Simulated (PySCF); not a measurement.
Species: C4H13PSi2.
SMILES with atom numbers: `[CH3:1][Si@@H:2]1[CH2:3][CH2:4][CH2:5][Si@H:6]1[PH2:7]`

NICS is the negative of the GIAO shielding at a point without a nucleus: at the ring centre (0) and 1 Å above and below it (1); zz is the component along the ring normal. Level: GIAO KT3/pcSseg-1 (PySCF, non-relativistic, gas phase) on the PBE0-D3(BJ)/def2-SVP geometry, one conformer.

Ring bond lengths (Å): Si2–C3 1.909, C3–C4 1.536, C4–C5 1.536, C5–Si6 1.910, Si6–Si2 2.347.

**Question.** What do the NICS probes read (ppm)?

**Answer.** 
```csv
ring,type,NICS(0),"NICS(1), two faces","NICS(1)zz, two faces",rms pucker (Å),"centre to ring atoms, mean (Å)"
Si2–C3–C4–C5–Si6,5-membered ring with 2 Si; formal bonds all single,-4.0,-3.9 / -3.3,-1.3 / -1.3,0.21,1.53
```

**Question.** What can be read from them?

**Answer.** 
- Si2–C3–C4–C5–Si6: mean NICS(1)zz -1.3 ppm, near zero. Si2, C3, C4, C5, Si6 have four or more neighbours, so the value isn't read as a sign of a π ring current.

**Question.** At the first NICS(1) probe listed for ring Si2–C3–C4–C5–Si6, 1 Å off the ring, how large is the induced field along the normal in 11.7 T applied along it?

**Answer.** NICSzz × B0 = -1.3 ppm × 11.7 T = -15 μT, against the applied field.

**Question.** How do the values depend on the level or the medium?

**Answer.** 
| level | NICS(0), Si2–C3–C4–C5–Si6 | mean NICS(1)zz, Si2–C3–C4–C5–Si6 |
| --- | --- | --- |
| KT3/pcSseg-1, gas | -4.0 | -1.3 |
| PBE0/pcSseg-1, gas | -4.1 | -1.2 |
| PBE0/pcSseg-1, IEF-PCM dimethylsulfoxide | -4.1 | -1.2 |
| PBE0/pcSseg-1, IEF-PCM tetrahydrofuran | -4.1 | -1.2 |

The geometry is the same throughout; the continuum's cavity takes Bondi-type radii × 1.2.

On Intel Xeon Platinum 8259CL at 2.50 GHz, one thread, shared host with 96 logical CPUs at a one-minute load of 46, this took 71 s of wall time and 0.83 GiB of memory at its peak. This is the whole shielding run at KT3/pcSseg-1, SCF included.
